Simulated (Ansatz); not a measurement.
Species: H$_{7}$FSSi$_{3}$, SMILES `F[Si]([SiH3])([SiH3])S` (Si–Si–S–H torsion 66°) (charge 0, multiplicity 1), formula H$_{7}$FSSi$_{3}$.

### Question
How many basis functions does Ansatz (a first-principles code) with frozen-core CCSD(T)/cc-pVTZ // PBE-D3(BJ)/def2-TZVP use, how many core orbitals are frozen, and how many electrons are correlated?

### Answer
264 basis functions and 21 frozen orbitals, which leaves 32 correlated electrons. Core time is of the order of minutes.
